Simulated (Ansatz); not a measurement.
Basis-set series for C$_{3}$H$_{12}$BP (`[BH3-][P+](C)(C)C`). Total charge 0; spin multiplicity 1. The geometry is a stationary point of PBE0-D4/def2-TZVP.

```json
{"functional": "PBE0-D4", "basis": "def2-SVP", "functions": "134", "energy (Eh)": "-487.23924", "HOMO (eV)": "-7.86", "LUMO (eV)": "1.18"}
{"functional": "PBE0-D4", "basis": "def2-TZVPP", "functions": "334", "energy (Eh)": "-487.52359", "HOMO (eV)": "-7.89", "LUMO (eV)": "0.63"}
{"functional": "ωB97M-V", "basis": "def2-SVP", "functions": "134", "energy (Eh)": "-487.40183", "HOMO (eV)": "-10.04", "LUMO (eV)": "2.75"}
{"functional": "ωB97M-V", "basis": "def2-TZVPP", "functions": "334", "energy (Eh)": "-487.70134", "HOMO (eV)": "-10.10", "LUMO (eV)": "1.98"}
```

Give the rows for def2-QZVPP. (An estimate is asked.)

The calculation gave: 
| functional | basis | functions | energy (Eh) | HOMO (eV) | LUMO (eV) |
| --- | --- | --- | --- | --- | --- |
| PBE0-D4 | def2-QZVPP | 658 | -487.54367 | -7.89 | 0.26 |
| ωB97M-V | def2-QZVPP | 658 | -487.72068 | -10.10 | 1.39 |

Positive LUMOs are unbound and depend on the basis.

Computed with Ansatz.
